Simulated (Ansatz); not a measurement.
Consider the redistribution: `C[Se][Al]([F])[F]` + `C[O][Ge]([CH3])([OH])[Cl]` → `C[O][Ge]([CH3])([Cl])[Se]C` + `[OH][Al]([F])[F]`.

Program: Ansatz. Geometries: PBE0-D4/def2-TZVP. ΔE: electronic, gas phase. CCSD(T)/CBS is the MP2 limit (def2-TZVPP, def2-QZVPP) plus CCSD(T) − MP2 in def2-TZVPP, frozen cores. DFT in def2-TZVPP. B3LYP here is the variant with VWN-RPA as its local correlation; programs differ in this. For Ge, Se outer-core shells are correlated without core-valence functions, which leaves a few kJ/mol of doubt a bond. Scalar relativity is left out up to krypton. Each species was taken in one conformer, which may not be the lowest.

| level | ΔE (kJ/mol) | difference from CCSD(T)/CBS |
| --- | --- | --- |
| PBE-D4 | -39.1 | 2.3 |
| r2SCAN-D4 | -38.0 | 3.4 |
| PBE0-D4 | -38.2 | 3.2 |
| ωB97X-V | -35.1 | 6.3 |
| ωB97M-V | -38.3 | 3.1 |
| B2PLYP | -39.8 | 1.6 |
| PBE | -33.8 | 7.6 |
| B3LYP | -36.6 | 4.8 |
| MP2/def2-TZVPP | -47.8 | -6.4 |
| SCS-MP2/def2-TZVPP | -43.6 | -2.2 |
| CCSD(T)/def2-TZVPP | -40.8 | 0.6 |
| HF/def2-QZVPP | -27.2 | 14.2 |
| SCS-MP2/def2-QZVPP | -43.4 | -2.0 |
| HF/CBS(def2) | -27.1 | 14.3 |
| MP2/CBS(def2) | -48.5 | -7.1 |
| CCSD/CBS(def2) | -40.3 | 1.1 |
| CCSD(T)/CBS | -41.4 | 0 |

Largest T1 diagnostic among the species: 0.013.

The D4 term adds −8.5 kJ/mol with B3LYP and −5.0 kJ/mol with PBE0; it sums over pairs of atoms, weighted by their polarisabilities, and B3LYP, whose exchange is more repulsive, gets the larger term. In def2-TZVPP, CCSD(T) changes the Hartree–Fock value by −13.5 kJ/mol (the triples alone add −1.2 kJ/mol) and MP2 by −20.5 kJ/mol.
